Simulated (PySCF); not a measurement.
# Polarisability and C₆ of O²⁺ (oxygen, charge +2)

[He] 2s2 2p2, high-spin 3P determinant. Computed with PySCF 2.14 in dyall-acv3z (15s9p4d2f, 76 functions), with the non-relativistic Hamiltonian (point nucleus). Coupled (time-dependent) response in atomic units; α is the mean over directions.

| method | mean α (bohr³) | α xx, yy, zz | C₆ (like pair) | S(−4) |
| --- | --- | --- | --- | --- |
| UHF | 1.803 | 1.921, 1.744, 1.744 | 2.355 | 3.687 |
| PBE | 1.748 | 1.865, 1.689, 1.689 | 2.338 | 2.831 |
| PBE0 | 1.746 | 1.866, 1.686, 1.686 | 2.322 | 2.910 |
| CAM-B3LYP | 1.726 | 1.853, 1.663, 1.663 | 2.300 | 2.724 |
| B97-3 | 1.710 | 1.834, 1.648, 1.648 | 2.272 | 2.662 |

S(−4) is the Cauchy moment in α(ω) = α(0) + S(−4) ω² + …

α(iu) at PBE0:

| u (hartree) | α(iu) (bohr³) |
| --- | --- |
| 0 | 1.746 |
| 0.0500 | 1.739 |
| 0.100 | 1.718 |
| 0.200 | 1.642 |
| 0.300 | 1.537 |
| 0.500 | 1.305 |
| 0.750 | 1.054 |
| 1.00 | 0.8614 |
| 1.50 | 0.6025 |
| 2.00 | 0.4419 |
| 3.00 | 0.2632 |
| 5.00 | 0.1222 |

A single London oscillator, α(iu) = α/(1 + u²/ω²), gives C₆ = (3/4) ω α². Matching the computed C₆ needs ω = 4 × 2.322 / (3 × 1.746²) = 1.02 hartree.

For an ion, C₆ is the dispersion term alone; charge-induced terms of lower order in 1/R come first.

The components differ because the open shell of this determinant is not spherical; for a pure term their mean is the scalar polarisability.
